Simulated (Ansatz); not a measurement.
Input file for Ansatz (a first-principles code): R-PBE0/def2-TZVPP on C2H6Si (SMILES C[Si]C), 2S+1 = 1, a spin state set in the input, which need not be the lowest, at the other state's geometry.

Ansatz 0.2 input:
```yaml
crystal:
  periodic: [false, false, false]
  atoms:
    - {symbol: C, position_ang: [1.61787958, 0.02923489, 0.41689098]}
    - {symbol: Si, position_ang: [0.00397096, -0.18933306, -0.55736701]}
    - {symbol: C, position_ang: [-1.62318469, 0.22370972, 0.32773851]}
    - {symbol: H, position_ang: [2.47268779, -0.24058184, -0.20383704]}
    - {symbol: H, position_ang: [1.73889184, 1.06878117, 0.73102106]}
    - {symbol: H, position_ang: [1.62232447, -0.61246864, 1.30129753]}
    - {symbol: H, position_ang: [-1.75270966, -0.40995517, 1.20845993]}
    - {symbol: H, position_ang: [-2.46881490, 0.05592505, -0.33976375]}
    - {symbol: H, position_ang: [-1.63614230, 1.27129464, 0.63818345]}
basis:
  gaussian:
    orbitals: def2-TZVPP
hamiltonian:
  xc: {name: PBE0}
```

Program output:

```
WARN ansatz: RAYON_NUM_THREADS=2 ignored (pool sized by the plan → 2); use --threads N
Functional definition: PBE0
integrals: 0.08 GiB planned
1005 factors; their error is unknown
mean field: 0.80 GiB planned
mean field evaluation 1: about -10032.1938 eV, gradient 6.9e1 eV
mean field evaluation 2: about -10028.3330 eV, gradient 7.3e1 eV
mean field evaluation 4: about -10042.8203 eV, gradient 1.4e0 eV
mean field evaluation 8: about -10042.8343 eV, gradient 3.4e-1 eV
mean field evaluation 16: about -10042.8344 eV, gradient 3.1e-5 eV
mean field -10042.83440834 eV, -369.0673572288 hartree, gradient 3.1e-5 eV, S^2 0.000000; 0 other end points of the search recorded, 0 dependent functions left out
reference -10042.83443909 eV, -369.0673583590 hartree; 16, 16 occupied and 172, 172 virtual orbitals, 1005 factors
Total energy: -10042.83443909 eV, -369.0673583590 hartree
```

The calculation finished and met its thresholds.

Cost: about 3 core-seconds (a rough figure).
